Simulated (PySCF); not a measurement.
A calculated (MN15, PySCF 2.14, x2c-QZVPPall with one added diffuse shell each of s, p type, scalar relativity by spin-free X2C-1e) atom or ion has these occupied shells.

| shell | electrons | orbital energy (eV) | rms radius, mean of both spins (bohr) |
| --- | --- | --- | --- |
| 1s | 2 | -112.04 | 0.493 |
| 2s | 2 | -6.797 | 2.93 |

(1) Name the element and its charge.

Answers

(1) Be (beryllium, neutral), in [He] 2s2, closed-shell 1S.
